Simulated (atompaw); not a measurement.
An all-electron radial function and its pseudo partner (silicon)

Columns: radius, all-electron u(r) and pseudo u(r) of the 3p shell (level -4.08 eV) of silicon in the configuration [Ne] 3s2 3p2; PBE, scalar-relativistic, PAW (atompaw) scheme, atompaw 4.2.0.5.

```
r (bohr)  all-electron  pseudo
   0.077       -0.0699  0.0029
   0.154       -0.1695  0.0116
   0.231       -0.2353  0.0257
   0.308       -0.2587  0.0450
   0.385       -0.2464  0.0690
   0.462       -0.2086  0.0970
   0.538       -0.1551  0.1280
   0.615       -0.0912  0.1621
   0.692       -0.0228  0.1980
   0.769        0.0467  0.2351
   0.846        0.1146  0.2727
   0.923        0.1795  0.3099
   1.000        0.2404  0.3464
   1.077        0.2965  0.3814
   1.154        0.3477  0.4147
   1.231        0.3940  0.4458
   1.308        0.4355  0.4745
   1.385        0.4724  0.5007
   1.462        0.5048  0.5244
   1.538        0.5324  0.5452
   1.615        0.5561  0.5638
   1.692        0.5757  0.5798
   1.769        0.5916  0.5934
   1.846        0.6040  0.6045
   1.923        0.6131  0.6132
   2.000        0.6193  0.6193
```

**Question.** How many radial nodes do the two functions have?

**Answer.** The all-electron 3p function has n − l − 1 = 1; the pseudo-wave has 0, since the states of the same l below it are removed with the core.

**Question.** Is the pseudo-wave norm-conserving?

**Answer.** No, it belongs to a PAW set: the norm inside the radius is not constrained, and the difference is carried by the augmentation charge.
